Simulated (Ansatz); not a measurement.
A nudged elastic band was laid between two geometries of ClGaH2 (4 atoms, charge 0, multiplicity 1).

The calculation used Ansatz, RKS r2SCAN/def2-SVP.

| Item | Value |
| --- | --- |
| movable images | 9 |
| climbing image | yes |
| spring | 5.0 eV/Å² |
| optimiser | quadratic models (default) |
| start path | through a guess of the saddle point |
| force threshold | 0.05 eV/Å |
| iteration limit | 57 |
| end points | relaxed |

Image 0:

```xyz
4
Properties=species:S:1:pos:R:3
Ga 0.453 0.000 0.074
Cl 0.821 0.000 2.198
H 1.729 0.000 -0.812
H -1.046 0.000 -0.330
```

Image 10:

```xyz
4
Properties=species:S:1:pos:R:3
Ga 0.080 0.000 -0.884
Cl 1.549 0.000 1.839
H 1.817 0.000 0.541
H -1.488 0.000 -0.366
```

**Question.** What changes between the two ends?

**Answer.** Bonds broken: Ga1–Cl2, Ga1–H3. Bonds formed: Cl2–H3. ClGaH2 becomes ClH + GaH.

**Question.** What energy profile does the band end with?

**Answer.** The forces met the threshold. The highest image is number 7 of 0 to 10, 2.31 eV above the first end and 0.18 eV above the last; the last end lies 2.13 eV above the first. A vibrational analysis at the climbing image gives one clearly imaginary mode, 739i cm⁻¹: a first-order saddle point. The orbitals stay closed-shell, which can raise the energy where a bond breaks towards radicals; this wasn't checked here.

| image | path coordinate (Å) | energy (eV) | Ga1–Cl2 (Å) | Ga1–H3 (Å) | Cl2–H3 (Å) |
| --- | --- | --- | --- | --- | --- |
| 0 | 0.00 | 0.00 | 2.16 | 1.55 | 3.14 |
| 1 | 0.21 | 0.07 | 2.16 | 1.54 | 2.93 |
| 2 | 0.42 | 0.28 | 2.17 | 1.54 | 2.70 |
| 3 | 0.63 | 0.66 | 2.20 | 1.52 | 2.47 |
| 4 | 0.84 | 1.19 | 2.27 | 1.52 | 2.25 |
| 5 | 1.04 | 1.76 | 2.38 | 1.53 | 2.04 |
| 6 | 1.25 | 2.17 | 2.49 | 1.58 | 1.84 |
| 7 | 1.46 | 2.31 | 2.60 | 1.67 | 1.63 |
| 8 | 1.67 | 2.22 | 2.73 | 1.84 | 1.45 |
| 9 | 1.88 | 2.14 | 2.93 | 2.07 | 1.35 |
| 10 | 2.10 | 2.13 | 3.09 | 2.25 | 1.33 |

**Question.** What is the geometry of the highest image?

**Answer.** 
```xyz
4
Properties=species:S:1:pos:R:3
Ga 0.248 0.000 -0.578
Cl 1.309 0.000 1.798
H 1.721 0.000 0.217
H -1.320 0.000 -0.307
```

**Question.** What are the harmonic wavenumbers there?

**Answer.** 739i, 271, 551, 560, 1510, 1862 cm⁻¹.

The band took 7 iterations and about 4 core-minutes.

The run took 4.2 min on 1 thread of Intel(R) Xeon(R) Platinum 8259CL CPU @ 2.50GHz (Skylake/Cascade Lake), on a shared host, peak memory 0.13 GiB.
